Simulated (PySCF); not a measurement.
This PySCF input asks for the NMR shieldings of `OB(O)[BH2-][n+]1ccccc1`, C₅H₉B₂NO₂; the geometry comes from GFN2-xTB.

```python
import basis_set_exchange as bse
import numpy as np
from pyscf import gto, dft
from pyscf.prop import nmr

atoms = """
O     3.572520    0.538141   -0.216737
B     2.210121    0.376395   -0.267734
O     1.625972    0.777266   -1.432221
B     1.279654   -0.284931    1.022069
N    -0.164637   -0.252775    0.545855
C    -0.674092   -1.254106   -0.184145
C    -1.929660   -1.208266   -0.747092
C    -2.725322   -0.086869   -0.551174
C    -2.201062    0.947576    0.212995
C    -0.934322    0.826614    0.738864
H     3.986528    0.259187    0.596693
H     2.258491    1.122658   -2.066665
H     1.602232   -1.419365    1.222921
H     1.385093    0.390242    2.003913
H    -0.031164   -2.110161   -0.316529
H    -2.284548   -2.043947   -1.329897
H    -3.714707   -0.022770   -0.974815
H    -2.774267    1.841457    0.402207
H    -0.496634    1.612905    1.334031
"""
names = dict.fromkeys(["O", "B", "N", "C", "H"], "pcSseg-1")
basis = {el: gto.basis.parse(bse.get_basis(n, elements=[el], fmt="nwchem")) for el, n in names.items()}
mol = gto.M(atom=atoms, basis=basis, charge=0, verbose=0)
mf = dft.RKS(mol, xc="PBE0")
mf.grids.level = 2
mf.grids.alignment = dft.numint.BLKSIZE   # the property module wants whole blocks of grid points
mf.conv_tol = 1e-9
mf.kernel()

calc = nmr.RKS(mf)   # GIAO
C = mf.mo_coeff
Co = C[:, mf.mo_occ > 0]
resp = mf.gen_response(singlet=True, hermi=2)
def vind(x):   # induced exchange potential for any number of trial vectors
    d = np.einsum("pi,xij,qj->xpq", C, 2 * x.reshape(-1, C.shape[1], Co.shape[1]), Co, optimize=True)
    return np.einsum("xpq,pi,qj->xij", resp(d - d.transpose(0, 2, 1)), C, Co, optimize=True).ravel()
mo1, _ = nmr.rhf.solve_mo1(calc, with_cphf=vind)
sigma = calc.kernel(mo1)
for i, s in enumerate(sigma):   # ppm
    w = np.linalg.eigvalsh((s + s.T) / 2)
    print("%2d %-2s iso %8.1f  s11 %8.1f  s22 %8.1f  s33 %8.1f" % (i, mol.atom_pure_symbol(i), w.mean(), *w))
```

Task: Give the expected output.

Result: 
```
 0 O  iso    193.3  s11     59.1  s22    258.0  s33    262.7
 1 B  iso     62.4  s11     21.2  s22     70.5  s33     95.3
 2 O  iso    210.7  s11    104.1  s22    258.5  s33    269.4
 3 B  iso    124.0  s11    102.8  s22    111.4  s33    157.8
 4 N  iso    -25.2  s11   -177.1  s22   -155.7  s33    257.0
 5 C  iso     33.8  s11    -64.3  s22     23.6  s33    142.2
 6 C  iso     56.3  s11    -55.1  s22     47.3  s33    176.8
 7 C  iso     45.3  s11    -68.2  s22     19.3  s33    184.8
 8 C  iso     56.4  s11    -55.0  s22     47.3  s33    176.8
 9 C  iso     34.1  s11    -64.1  s22     24.4  s33    141.9
10 H  iso     27.6  s11     22.2  s22     24.9  s33     35.6
11 H  iso     28.0  s11     22.8  s22     23.2  s33     38.1
12 H  iso     28.9  s11     25.7  s22     28.7  s33     32.3
13 H  iso     28.9  s11     25.7  s22     28.8  s33     32.4
14 H  iso     23.0  s11     18.5  s22     21.9  s33     28.5
15 H  iso     24.2  s11     21.3  s22     24.4  s33     27.0
16 H  iso     23.9  s11     21.3  s22     23.9  s33     26.5
17 H  iso     24.2  s11     21.3  s22     24.4  s33     27.0
18 H  iso     23.0  s11     18.4  s22     21.9  s33     28.5
```

These numbers come from an equivalent density-fitted implementation of the same equations, which agrees with the script to about 0.01 ppm for H and up to a few tenths of a ppm for heavy atoms, so last digits may differ.

Size and cost of the density-fitted run: 215 basis functions, 2.5 min wall time (2 min CPU) on 1 thread of an Intel Xeon, shared host; peak memory 0.95 GiB.
